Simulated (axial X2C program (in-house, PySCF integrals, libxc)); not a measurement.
## Bond lengths and stretching modes, held linear, of CoNC⁺

Computed with an axial X2C code built on PySCF integrals: two-component X2C with atomic mean-field Coulomb and Gaunt terms, Gaussian nuclei, basis Co dyall-v3z, N dyall-av3z, C dyall-v3z with contracted cores. Spin-free rows use the one-electron spin-free X2C Hamiltonian.

Masses Co 58.933, N 14.003, C 12.000 u. States: 2c Ω = 9/2 (beyond evenly filled blocks: ω = 1/2, ω = 3/2, ω = 5/2); spin-free M_S = 3/2, Λ = 3 (beyond evenly filled blocks: σα, π+α, π+β, π-α, δ+α, δ+β, δ-α).

PBE, spin-free: energies above the lowest point

```
r(Co–N) (Å)  r(N–C) (Å)  E (meV)
     1.7199      1.1612   102.74
     1.7199      1.1910    27.62
     1.7199      1.2208    31.27
     1.7640      1.1612    68.00
     1.7640      1.1910     0.00
     1.7640      1.2208     9.94
     1.7640      1.2506    83.49
     1.8081      1.1612    73.66
     1.8081      1.1910    12.52
     1.8081      1.2208    28.50
     1.8522      1.1910    56.60
     1.8522      1.2506   162.08
```

Question: Fit a quadratic surface with cubic terms in each bond: where is the minimum, and what are the two stretching wavenumbers?

Answer: At PBE, spin-free: bonds 1.769 and 1.201 Å; harmonic stretches 544.7 and 1856.4 cm⁻¹; force constants 3.2, 13.1 and coupling 0.73 mdyn/Å.

The other levels and Hamiltonians give:

```csv
Hamiltonian,level,r(Co–N) (Å),r(N–C) (Å),lower stretch (cm⁻¹),upper stretch (cm⁻¹)
2c,PBE0,1.762,1.192,595.0,2028.4
2c,HF,1.824,1.164,603.0,2229.8
2c,PBE,1.769,1.201,544.5,1858.3
2c,MP2,1.786,1.196,593.3,2020.6
spin-free,PBE0,1.762,1.192,594.9,2027.6
spin-free,HF,1.824,1.164,603.1,2229.6
spin-free,MP2,1.786,1.196,593.5,2020.2
```

Each state is one determinant, the lowest of a limited PBE0 search; the stretches come from a fit to these few points and carry an uncertainty of a few per cent. Other orders of the atoms were not compared. The levels spread by more than a fifth, so the stretches depend strongly on the method. MP2 freezes inner shells (threshold -2 hartree). The molecule was held linear; bending was not examined, so a bent shape may lie lower. Note: functional without a current term on a determinant with orbital currents, of the molecule or an atom. Note: several unpaired electrons, one determinant need not be a pure state.
